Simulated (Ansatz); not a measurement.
# Two structures, one formula

The two ends of one reaction step of GeHCl2F, closed shell (PBE0-D4/def2-TZVP).

A:

```json
{"atom": "Ge1", "x (Å)": "-0.2904", "y (Å)": "-1.3300", "z (Å)": "0.2509"}
{"atom": "Cl2", "x (Å)": "1.8961", "y (Å)": "-1.2635", "z (Å)": "0.3178"}
{"atom": "Cl3", "x (Å)": "-0.4907", "y (Å)": "1.0454", "z (Å)": "-1.5595"}
{"atom": "H4", "x (Å)": "-0.5216", "y (Å)": "1.5278", "z (Å)": "-0.3672"}
{"atom": "F5", "x (Å)": "-0.5934", "y (Å)": "0.0203", "z (Å)": "1.3581"}
```

B:

| atom | x (Å) | y (Å) | z (Å) |
| --- | --- | --- | --- |
| Ge1 | -0.2629 | -1.2198 | -0.2854 |
| Cl2 | 1.8652 | -1.2361 | 0.1977 |
| Cl3 | -0.2913 | 0.5711 | -1.6488 |
| H4 | -0.6072 | 1.2253 | 0.4973 |
| F5 | -0.7038 | 0.6594 | 1.2393 |

Ansatz 0.2.0; basis: def2-TZVPP; cores frozen in the correlated methods. Filled d shells of the heavier atoms are correlated. The def2 sets are not built for correlating such inner shells, so the correlated values are less sure here. B3LYP uses VWN-RPA correlation.

Which structure is lower at CCSD(T), and by how much? (To be estimated.)

The calculation gives: B, by 0.099 eV (electronic energy, against the other). By their contacts, A is a complex of GeClF + HCl and B is a complex of GeCl₂ + HF.

All methods give the same order:

```json
{"method": "SPW92", "E(B) − E(A) (eV)": "-0.222"}
{"method": "PBE-D4", "E(B) − E(A) (eV)": "-0.175"}
{"method": "BLYP-D4", "E(B) − E(A) (eV)": "-0.104"}
{"method": "r2SCAN-D4", "E(B) − E(A) (eV)": "-0.131"}
{"method": "B97M-V", "E(B) − E(A) (eV)": "-0.092"}
{"method": "PBE0-D4", "E(B) − E(A) (eV)": "-0.187"}
{"method": "B3LYP-D4", "E(B) − E(A) (eV)": "-0.117"}
{"method": "r2SCAN0-D4", "E(B) − E(A) (eV)": "-0.160"}
{"method": "BHLYP-D4", "E(B) − E(A) (eV)": "-0.118"}
{"method": "CAM-B3LYP-D4", "E(B) − E(A) (eV)": "-0.068"}
{"method": "wB97X-V", "E(B) − E(A) (eV)": "-0.070"}
{"method": "wB97M-V", "E(B) − E(A) (eV)": "-0.116"}
{"method": "B2PLYP", "E(B) − E(A) (eV)": "-0.101"}
{"method": "PBE-QIDH", "E(B) − E(A) (eV)": "-0.163"}
{"method": "RPA on PBE", "E(B) − E(A) (eV)": "-0.053"}
{"method": "HF", "E(B) − E(A) (eV)": "-0.049"}
{"method": "MP2", "E(B) − E(A) (eV)": "-0.135"}
{"method": "CCSD", "E(B) − E(A) (eV)": "-0.083"}
{"method": "CCSD(T)", "E(B) − E(A) (eV)": "-0.099"}
```

The T1 diagnostic stays at or below 0.013.

For scale, one of the runs: CCSD(T)/def2-TZVPP, 177 basis functions, launched by `ansatz run in.yaml --threads 4 --pin off --events-out ev --progress --plain --max-ram 9574MiB`. The run took 12 s on 4 CPU threads of an AMD EPYC 9R45 (shared host), with 1.6 GiB of host memory at its peak.
